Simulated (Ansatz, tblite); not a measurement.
Forces on (BeO)4 ring (Be₄O₄) at its B3LYP-D4/def2-SVP geometry. The state is a singlet with charge 0.

The xTB rows come from tblite.

GFN1-xTB (tblite), largest force 0.87 eV/Å:

```xyz
8
positions Å, forces eV/Å
Be    1.405   -0.314    0.933    0.462   -0.103    0.307
Be    0.583    1.575   -0.348    0.192    0.518   -0.114
Be   -1.405    0.314   -0.933   -0.462    0.103   -0.307
Be   -0.583   -1.575    0.348   -0.192   -0.518    0.114
O     1.639    1.040    0.482   -0.713   -0.452   -0.209
O    -0.678    1.557   -1.056    0.295   -0.677    0.459
O    -1.638   -1.040   -0.482    0.712    0.452    0.210
O     0.677   -1.557    1.056   -0.294    0.677   -0.459
```

GFN2-xTB (tblite), largest force 1.30 eV/Å:

```
Be -0.096 0.022 -0.064
Be -0.040 -0.108 0.024
Be 0.096 -0.021 0.064
Be 0.040 0.108 -0.024
O -1.066 -0.676 -0.313
O 0.441 -1.012 0.686
O 1.066 0.676 0.314
O -0.440 1.012 -0.687
```

PBE-D4/def2-TZVP (Ansatz), largest force 0.32 eV/Å:

```
Be -0.212 0.047 -0.141
Be -0.088 -0.237 0.053
Be 0.212 -0.047 0.141
Be 0.088 0.237 -0.053
O 0.264 0.167 0.078
O -0.109 0.251 -0.170
O -0.264 -0.167 -0.078
O 0.109 -0.251 0.170
```
